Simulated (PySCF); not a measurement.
What settings do to a single point of [Hf2O3]2+

The sound run of [Hf2O3]2+ (singlet) uses PySCF 2.14.0, RKS PBE0, Hf def2-SVP with ECP60, O def2-SVP; non-relativistic Hamiltonian with scalar-relativistic core potentials where named; density fitting; no spin-orbit coupling, grid (50, 194), threshold 1e-8 Eh and 55 cycles, at the relaxed geometry:

```xyz
5

Hf    0.0000    0.0000    1.3157
Hf    0.0000    0.0000   -1.3157
O     1.4253    0.0000    0.0000
O    -0.7126    1.2343    0.0000
O    -0.7127   -1.2343    0.0000
```

There Hf1 has a Mulliken charge of 1.67 e and the dipole about the centre of mass is 0.00 D. Each run below changes one thing and starts from free metal ions and neutral atoms unless it says otherwise; with 55 cycles, smearing, a level shift and second-order steps follow where DIIS fails, and their cycles count. Energy shifts count from the sound run.

```
                                               change    outcome  cycles  energy shift (eV)  largest force component (eV/Å)  charge on Hf1 (e)  dipole about the centre of mass (D)
     charge changed by +1, spin kept, limit 81 cycles    refused       –                  –                               –                  –                                    –
                                      threshold 1e-06  converged       8             0.0000                            0.02               1.67                                 0.00
start from the bare core Hamiltonian, limit 73 cycles  converged      12             0.0000                            0.02               1.67                                 0.00
```

Q: How does the run with this change end: all coordinates × 1.05?

A: outcome converged, cycles 9, energy shift (eV) 0.69, largest force component (eV/Å) 5.03, charge on Hf1 (e) 1.73, dipole about the centre of mass (D) 0.00.

Forces carry noise of the integration grid, about 0.01 to 0.03 eV/Å.
